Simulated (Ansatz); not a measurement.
Ansatz results at the PBE0-D4/def2-TZVP geometry: HOMO–LUMO gap (ωB97M-V/def2-TZVPP) 11.36 eV; LUMO energy (PBE/def2-TZVPP) -0.74 eV; HOMO energy (ωB97M-V/def2-TZVPP) -9.53 eV.

Each molecule was computed in one conformer, which needn't be the lowest.

Task: Which molecule gave them?
A. `CC(C)(C)S`
B. `C[SiH2]S[SiH3]`
C. `CSC`
D. `C[SiH2][S][Ti]([Cl])([Cl])[Cl]`

Result: B. The others give `CSC`: 11.24, 0.07, -8.46; `CC(C)(C)S`: 11.07, -0.49, -8.96; `C[SiH2][S][Ti]([Cl])([Cl])[Cl]`: 8.85, -4.28, -10.18.
